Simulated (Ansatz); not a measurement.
Saddle point of BNH₂F₂, closed shell (BNH₂F₂ ([NH2][B]([F])[F]) → BNHF ([NH][B][F]) + HF; bonds formed: F2–H4; bonds broken: B1–F2, N3–H4), PBE0-D4/def2-TZVP structure:

B1  (-0.481, 0.005, -0.389)
F2  (-0.092, 1.256, 0.955)
N3  (0.574, -0.687, -0.094)
H4  (0.596, 0.524, 0.917)
F5  (-1.572, 0.431, -0.932)
H6  (0.975, -1.529, -0.457)
(Å)

Energies are electronic, without zero-point energy. Barriers and step energies count from the start structure reached by relaxing down the imaginary mode; all methods use the PBE0-D4 structures, on which another method's saddle can fall below an end. Program: Ansatz 0.2.0. Basis: def2-TZVPP, with def2-QZVPP for the basis limit. Cores are frozen in the correlated methods. B3LYP uses VWN-RPA correlation. Extrapolation: Hartree–Fock as exp(−7.88 √X), correlation as X^−2.97.

```csv
method,barrier (kJ/mol),step energy (kJ/mol)
SPW92,?,317.2
PBE-D4,?,296.4
BLYP-D4,319.4,285.3
r2SCAN-D4,340.1,317.7
B97M-V,350.2,318.5
PBE0-D4,343.8,316.0
B3LYP-D4,340.4,303.7
r2SCAN0-D4,355.9,328.7
BHLYP-D4,368.2,326.7
CAM-B3LYP-D4,348.5,316.1
wB97X-V,349.9,320.5
wB97M-V,?,313.9
B2PLYP,344.1,306.3
PBE-QIDH,356.3,324.2
RPA on PBE,343.5,307.1
HF,402.0,340.8
MP2,344.2,307.1
CCSD,360.0,318.5
CCSD(T),349.4,312.2
```

Task: Fill in the withheld barriers. (Judge from chemistry; the value comes from the calculation.)

Result: Computed: wB97M-V 341.5; PBE-D4 318.5; SPW92 316.7 kJ/mol. Each is the energy of the saddle less that of the start structure, by the same method.

For comparison, the barrier by CCSD(T) at an estimated basis limit (MP2 extrapolated from triple and quadruple zeta, plus CCSD(T) − MP2 in triple zeta) is 347.3 kJ/mol.

The T1 diagnostic stays at or below 0.014.

Labels in which every atom is bracketed show which atoms are joined, not bond orders.

For scale, one of the runs: CCSD(T)/def2-TZVPP, 152 basis functions (an equivalent command: `ansatz run in.yaml --threads 2`). The run took 21 s on 2 CPU threads (shared host), with 1.1 GiB of host memory at its peak.
